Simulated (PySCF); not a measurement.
A PySCF script (with the pyscf-properties extension) for the NMR shieldings of `N1=CN([SiH3])C(C(C)(C)C)=C1`, C₇H₁₄N₂Si, on a PBE0-D3(BJ)/def2-SVP geometry:

```python
import basis_set_exchange as bse
import numpy as np
from pyscf import gto, dft
from pyscf.prop import nmr

atoms = """
C    -1.449110    0.804483   -1.022831
C    -0.979752   -0.138897    0.095707
C    -0.886776    0.625103    1.422726
C    -2.017417   -1.254107    0.255949
C     0.346604   -0.760995   -0.270733
C     0.642290   -2.059599   -0.617522
N     1.967201   -2.204579   -0.930271
C     2.480450   -1.019182   -0.780539
N     1.556271   -0.073670   -0.379534
Si    2.078271    1.576247    0.036441
H    -0.751650    1.640195   -1.178100
H    -1.538465    0.260228   -1.974744
H    -2.433662    1.232675   -0.775700
H    -1.875508    1.019951    1.704118
H    -0.533167   -0.030115    2.232915
H    -0.208023    1.490299    1.367596
H    -2.991156   -0.822061    0.532197
H    -2.153264   -1.813988   -0.681051
H    -1.723036   -1.965111    1.042302
H    -0.043297   -2.903700   -0.661803
H     3.526720   -0.755838   -0.945764
H     2.181256    1.757454    1.511369
H     1.150472    2.590296   -0.530079
H     3.425913    1.703601   -0.582223
"""
names = dict.fromkeys(["C", "N", "Si", "H"], "pcSseg-1")
basis = {el: gto.basis.parse(bse.get_basis(n, elements=[el], fmt="nwchem")) for el, n in names.items()}
mol = gto.M(atom=atoms, basis=basis, charge=0, verbose=0)
mf = dft.RKS(mol, xc="GGA_XC_KT3")
mf.grids.level = 2
mf.grids.alignment = dft.numint.BLKSIZE   # the property module wants whole blocks of grid points
mf.conv_tol = 1e-9
mf.kernel()

calc = nmr.RKS(mf)   # GIAO
sigma = calc.kernel()   # uncoupled for a functional without exact exchange
for i, s in enumerate(sigma):   # ppm
    print("%2d %-2s %9.2f" % (i, mol.atom_pure_symbol(i), np.trace(s) / 3))
```

**Question.** What are the results?

**Answer.** 
```
 0 C     151.26
 1 C     148.06
 2 C     149.99
 3 C     151.76
 4 C      45.86
 5 C      58.93
 6 N     -24.44
 7 C      48.13
 8 N      95.26
 9 Si    418.51
10 H      29.45
11 H      30.28
12 H      30.19
13 H      30.05
14 H      30.04
15 H      29.56
16 H      30.35
17 H      29.58
18 H      29.75
19 H      24.41
20 H      24.24
21 H      26.35
22 H      26.03
23 H      26.40
```

These numbers come from an equivalent density-fitted implementation of the same equations, which agrees with the script to about 0.01 ppm for H and up to a few tenths of a ppm for heavy atoms, so last digits may differ.

**Question.** Turn these shieldings into chemical shifts. Shifts are taken against calculated references (same method and geometry level): TMS for $^{13}$C (σref 182.31) and $^{29}$Si (σref 365.51) and $^{1}$H (σref 31.32); $^{15}$N (σref 262.01) vs NH3.

**Answer.** Averaging equivalent atoms: C 4: 136.4; C 7: 134.2; C 5: 123.4; C 1: 34.2; C 0/2/3: 31.3; N 6: 286.5; N 8: 166.7; Si 9: -53.0; H 20: 7.08; H 19: 6.91; H 21/22/23: 5.06; H 10/11/12/13/14/15/16/17/18: 1.40 ppm. Experimental scales use liquid or dissolved standards, which lie at an offset from isolated NH3 (liquid NH3: subtract about 20 ppm). Unscaled 15N shifts of sp2 nitrogen come out 20 to 40 ppm too high even then.

Size and cost of the density-fitted run: 247 basis functions, 2.4 min wall time on 1 thread of an Arm Neoverse N1, shared host; peak memory 1 GiB.
